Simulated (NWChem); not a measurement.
Species: C$_{6}$H$_{15}$B; SMILES CCB(CC)CC

```xyz
22

B      0.0554    -0.1634     0.1136
C      1.3235     0.7193     0.4337
C      1.5200     2.0422    -0.2954
H      2.2232     0.0808     0.3450
H      1.2549     0.8901     1.5297
H      0.6583     2.7150    -0.1590
H      1.6367     1.8908    -1.3805
H      2.4129     2.5843     0.0539
C     -1.1884     0.4088    -0.6757
C     -2.1078     1.1306     0.3238
H     -1.7604    -0.3975    -1.1660
H     -0.8879     1.1215    -1.4622
H     -1.5983     1.9771     0.8121
H     -2.4518     0.4543     1.1232
H     -3.0070     1.5334    -0.1688
C      0.0130    -1.6514     0.6504
C      0.4298    -2.6058    -0.4790
H     -1.0065    -1.9188     0.9811
H      0.6850    -1.7992     1.5133
H      1.4567    -2.4040    -0.8253
H     -0.2322    -2.5155    -1.3555
H      0.3992    -3.6583    -0.1556
```
Atoms are numbered in this order, from 1.

Program: NWChem. Medium grid unless said otherwise, to which SCAN and Minnesota functionals are sensitive. All runs use the structure optimised with PBE0/def2-SVP. Not confirmed as a minimum by frequencies. B3LYP is NWChem's, with the RPA form of VWN correlation. Total energies of different functionals are on different scales.

```
level                                 energy (Ha)  highest occupied level (eV)  orbital gap (eV)  dipole (D)
------------------------------------  -----------  ---------------------------  ----------------  ----------
B3LYP/def2-SVP                          -262.3493                        -7.60              7.19        0.11
PBE/def2-SVP                            -261.9412                        -6.42              5.22        0.12
TPSS/def2-SVP                           -262.3940                        -6.58              5.53        0.11
MN15/def2-SVP                           -261.9343                            ?                 ?        0.11
KT2/def2-SVP                            -266.9612                        -6.51              5.20        0.11
HCTH/407/def2-SVP                       -262.3729                        -6.65              5.48        0.11
LDA (Slater exchange, PW92)/def2-SVP    -259.7635                        -6.47              5.02        0.13
```

Task: Complete the blanks.

Result: 
- MN15/def2-SVP, highest occupied level (eV): -8.47
- MN15/def2-SVP, orbital gap (eV): 8.60
